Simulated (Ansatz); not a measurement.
Calculation: Ansatz (a quantum-chemistry and plane-wave program) with frozen-core CCSD(T)/cc-pVTZ // PBE0-D4/def2-TZVP.

Ansatz 0.2 input:
```yaml
crystal:
  periodic: [false, false, false]
  atoms:
    - { symbol: C, position_ang: [-0.836304, 0.451865, 0.489422] }
    - { symbol: C, position_ang: [0.47588, 0.952046, -0.101321] }
    - { symbol: C, position_ang: [1.286327, -0.332639, -0.16548] }
    - { symbol: O, position_ang: [0.354736, -1.381758, -0.381974] }
    - { symbol: C, position_ang: [-0.967814, -0.90802, -0.17749] }
    - { symbol: H, position_ang: [-0.745989, 0.338938, 1.573555] }
    - { symbol: H, position_ang: [-1.68512, 1.106272, 0.285472] }
    - { symbol: H, position_ang: [0.957945, 1.726198, 0.497542] }
    - { symbol: H, position_ang: [0.312035, 1.351382, -1.106278] }
    - { symbol: H, position_ang: [2.019084, -0.338435, -0.977085] }
    - { symbol: H, position_ang: [1.821108, -0.507869, 0.777764] }
    - { symbol: H, position_ang: [-1.479323, -0.823431, -1.145793] }
    - { symbol: H, position_ang: [-1.512564, -1.634548, 0.431667] }
basis:
  gaussian: { orbitals: cc-pVTZ }
correlation:
  method: ccsd_t
```

Output:

```
Functional definition: HF
1494 factors; integrals over basis functions are off by at most 1.1e-3 eV
mean field evaluation 1: about -6283.9411 eV, gradient 3.5e1 eV
mean field evaluation 2: about -6284.2354 eV, gradient 3.5e1 eV
mean field evaluation 4: about -6287.3937 eV, gradient 4.9e0 eV
mean field evaluation 8: about -6287.4519 eV, gradient 2.9e-1 eV
mean field evaluation 16: about -6283.9395 eV, gradient 3.5e1 eV
mean field -6287.45217109 eV, -231.0596054995 hartree, gradient 1.6e-6 eV, S^2 0.000000; 0 other end points of the search recorded, 0 dependent functions left out
5 core orbitals not correlated
reference -6287.45217109 eV, -231.0596054995 hartree; 15, 15 occupied and 242, 242 virtual orbitals, 1494 factors
second order -25.02851562 eV of doubles, -0.00000000 eV of singles
cycle   1  -25.42392100 eV  change   -4.0e-1 eV  update   9.7e-2
cycle   2  -26.01148235 eV  change   -5.9e-1 eV  update   2.7e-2
cycle   3  -26.12336154 eV  change   -1.1e-1 eV  update   1.2e-2
cycle   4  -26.11653078 eV  change    6.8e-3 eV  update   2.7e-3
cycle   5  -26.11682885 eV  change   -3.0e-4 eV  update   1.2e-3
cycle   6  -26.11746994 eV  change   -6.4e-4 eV  update   3.4e-4
cycle   7  -26.11732513 eV  change    1.4e-4 eV  update   1.4e-4
cycle   8  -26.11727903 eV  change    4.6e-5 eV  update   4.6e-5
cycle   9  -26.11728617 eV  change   -7.1e-6 eV  update   1.6e-5
perturbative correction -1.04992581 eV, -0.0385840617 hartree
Total energy: -6314.61938307 eV, -232.0579821250 hartree
```

Cost: very roughly 3 core-minutes.
